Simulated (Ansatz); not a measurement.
Basis-set extrapolation for C2H9AlBN (PBE0-D4/def2-TZVP geometry, frozen core, the Gaussian-basis code of Ansatz). Multiplicity 1, RHF reference.

|  | def2-TZVPP | def2-QZVPP |
| --- | --- | --- |
| HF | -402.074548 | -402.089083 |
| MP2 correlation | -0.749483 | -0.798882 |
| CCSD(T) correlation | -0.839083 | not run |

Energies in hartree. Use E(X) = E(∞) + A·exp(−7.88·√X) for Hartree–Fock and E(X) = E(∞) + B·X^(−2.97) for correlation, with X = 3 and 4, and add CCSD(T) minus MP2 of the smaller set to the MP2 limit.

What is the CCSD(T) energy at the basis-set limit?

HF limit: -402.089083 + (-0.014535) × 0.13774 = -402.09109. MP2 limit: -0.798882 + (-0.049399) × 0.74074 = -0.83547. Higher-order term: -0.839083 − (-0.749483) = -0.08960. Total: -403.01616 hartree, 269.2 kJ/mol below CCSD(T)/def2-TZVPP.
